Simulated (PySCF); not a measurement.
Run record: geometry optimisation, `C=CC1=C[N+](C)=NS1`.

Computed with PBE0/def2-SV(P) geometry optimisation, gas phase (PySCF 2.14.0). Start geometry: GFN2-xTB. The input is one job of a driver script: a line of settings, then coordinates in Å.

Input:
```
{"job": {"xc": "PBE0", "basis": "def2-SV(P)", "grid": 1, "kind": "geom"}, "charge": 1, "multiplicity": 1}
C     -3.166146    -0.377394    -0.526717
C     -2.098338    -0.440444     0.267270
C     -0.766607    -0.105879    -0.154547
C      0.390182    -0.100165     0.598133
N      1.456467     0.271702    -0.130669
C      2.799341     0.384856     0.367132
N      1.220810     0.548113    -1.368287
S     -0.320087     0.382137    -1.761537
H     -3.101709    -0.064636    -1.557390
H     -4.145239    -0.636136    -0.163965
H     -2.190803    -0.753509     1.297937
H      0.489152    -0.349054     1.638595
H      3.140379    -0.573820     0.759685
H      3.444828     0.694880    -0.452428
H      2.843356     1.127339     1.164876
```

Output:
```
step   0  E = -701.27042429  max force = 0.031815
step   1  E = -701.27410902  max force = 0.004347
step   2  E = -701.27412661  max force = 0.002745
step   3  E = -701.27417827  max force = 0.001070
step   4  E = -701.27418251  max force = 0.000846
step   5  E = -701.27418593  max force = 0.000229
optimisation converged
```

Energies in Eh; «max force» is the largest Cartesian gradient component in Eh/bohr.

Task: How much energy does the optimisation release, in kcal/mol?

Result: E(step 0) − E(last step) = 0.003762 Eh, which is 2.4 kcal/mol.

Task: Give the first gradient maximum in eV/Å.

Result: With 1 Eh/bohr = 51.422 eV/Å, 1.636 eV/Å.

Main results: final energy -701.27419 Eh after 5 steps.

Task: Where do the atoms end?

Result: 0.041 Å rms from the input after alignment:
```
atom  x, y, z in Å
C1    -3.1483   -0.6762   -0.4148
C2    -2.0579   -0.7259    0.3658
C3    -0.7149   -0.3878   -0.0610
C4     0.4374   -0.3988    0.7018
N5     1.5267   -0.0239   -0.0205
C6     2.8849    0.0633    0.5205
N7     1.3411    0.2745   -1.2591
S8    -0.2416    0.1105   -1.6412
H9    -3.1148   -0.3676   -1.4680
H10   -4.1310   -0.9481   -0.0156
H11   -2.1468   -1.0389    1.4121
H12    0.5392   -0.6624    1.7554
H13    3.1802   -0.9243    0.9068
H14    3.5476    0.3689   -0.2994
H15    2.9010    0.8122    1.3274
```

Hardware: Arm Neoverse N1, one thread (shared host). Cost: 56 s of wall time, 0.59 GiB resident at most.
Labels such as C1 count atoms from 1, the log's own numbers from 0.
